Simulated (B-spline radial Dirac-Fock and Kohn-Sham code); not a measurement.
K-shell conversion coefficients of Sb against transition energy

The computed values come from a radial atomic solver: a Dirac-Hartree-Slater potential of the neutral atom with a Latter tail (no hole, which puts coefficients of high multipoles low close above an edge), finite nucleus with surface currents. Subshells within 1 keV of threshold and pair formation are left out.

```
energy (keV)        E2       E5        M1        M2       M4       M5
        42.5      11.9      958      6.39       125     5950    33600
          50      8.57     1330      3.97      67.6     4210    29500
        50.6      8.34     1340      3.84      64.6     4060    28800
        52.3      7.71     1330      3.48      57.0     3680    26700
        79.2      2.43      529      1.05      12.0      748     5690
         100      1.17      215     0.537      5.11      264     1860
         102      1.10      198     0.508      4.75      241     1680
         104      1.03      182     0.481      4.43      220     1530
         195     0.128     9.65    0.0847     0.483     11.7     57.1
         200     0.117     8.53    0.0791     0.443     10.4     50.0
         208     0.103     7.05    0.0712     0.388     8.65     40.7
         210    0.0997     6.73    0.0694     0.376     8.28     38.7
         275    0.0410     1.83    0.0341     0.154     2.42     9.54
         327    0.0236    0.807    0.0218    0.0886     1.12     3.97
         405    0.0122    0.305    0.0127    0.0456    0.449     1.39
         500   0.00666    0.123   0.00753    0.0243    0.189    0.517
         569   0.00467   0.0724   0.00550    0.0167    0.113    0.289
         590   0.00424   0.0627   0.00504    0.0151   0.0984    0.246
         654   0.00324   0.0420   0.00394    0.0113   0.0664    0.157
         673   0.00302   0.0377   0.00368    0.0104   0.0597    0.139
         784   0.00207   0.0215   0.00258   0.00684   0.0341   0.0738
         888   0.00155   0.0140   0.00193   0.00491   0.0220   0.0450
        1000   0.00119  0.00942   0.00148   0.00360   0.0147   0.0285
        1190  0.000819  0.00546   0.00100   0.00231  0.00834   0.0151
        1240  0.000752  0.00483  0.000916   0.00209  0.00733   0.0131
        2000  0.000298  0.00130  0.000333  0.000672  0.00180  0.00277
```

Q: How fast do they fall between 1190 and 2000 keV?

A: As powers of the energy: E2 E^-1.94, E5 E^-2.77, M1 E^-2.13, M2 E^-2.38, M4 E^-2.95, M5 E^-3.26. Within one type (E or M) the higher multipoles fall faster.
